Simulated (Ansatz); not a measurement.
Mulliken charges of FGeHI, SMILES `[F][GeH][I]` radical from PBE/def2-TZVPP in Ansatz (PBE0-D4/def2-TZVP geometry).

```
atom   x (Å)   y (Å)   z (Å)  charge (e)
  F1  -1.455  -0.234   0.779      -0.313
 Ge2   0.014   0.509   0.212       0.490
  I3   1.798  -1.256   0.249      -0.176
  H4  -0.301   0.920  -1.260      -0.001
```

Task: By hand: the dipole of these point charges (1 e Å = 4.8032 D).

Result: Σ q r = (0.146, 0.543, -0.183) e Å, of length 0.591 e Å = 2.84 D.

Task: How does the dipole of the full density compare? (An estimate is asked.)

Result: Ansatz gave: (0.186, 0.246, -0.135) e Å, 1.62 D; the point charges give 1.75 times that, at 21° from its direction.

Point charges leave out the atoms' own dipoles, such as those of lone pairs, and Mulliken's split depends on the basis, so the two needn't agree.
